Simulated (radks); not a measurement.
Tc II, 42 electrons, occupied as [Kr] 4d5 5s1.

Method: Dirac Kohn-Sham, XLYP, spin-unpolarised, spherical densities, finite nucleus; open shells are shared between the two j in proportion to 2j + 1; Fermi nuclear charge, rms radius 4.4112 fm; computed with a radial shooting solver on a logarithmic mesh with Libxc functionals.

Energy parts (eV):
part                       energy
total                 -116652.648
kinetic                121176.801
electron-nucleus      -281539.546
Hartree                 47228.016
exchange-correlation    -3517.918

Orbitals (lengths in bohr, moments of r in powers of bohr; r(90%) holds 90 % of the orbital's charge):
orbital  occ.  eigenvalue (eV)   <1/r>  r(90%)
1s1/2       2        -20871.24   44.71  0.0614
2s1/2       2        -2983.519   10.20   0.231
2p1/2       2        -2752.063   10.18   0.208
2p3/2       4        -2633.718   9.669   0.214
3s1/2       2        -525.6400   3.507   0.614
3p1/2       2        -436.6972   3.408   0.619
3p3/2       4        -416.9109   3.284   0.634
3d3/2       4        -259.4800   3.102   0.634
3d5/2       6        -255.6764   3.070   0.639
4s1/2       2         -80.8119   1.299    1.54
4p1/2       2         -54.8065   1.178    1.71
4p3/2       4         -51.8397   1.141    1.75
4d3/2       2         -14.1597  0.8083    2.67
4d5/2       3         -13.8642  0.7987    2.70
5s1/2       1         -11.4536  0.4212    4.48
5p1/2       0          -7.1176  0.3326    5.67
5p3/2       0          -6.8946  0.3238    5.80

The highest occupied level is 5s1/2 at -11.454 eV. The electron density at the nucleus is 1.002e+05 e/bohr^3.
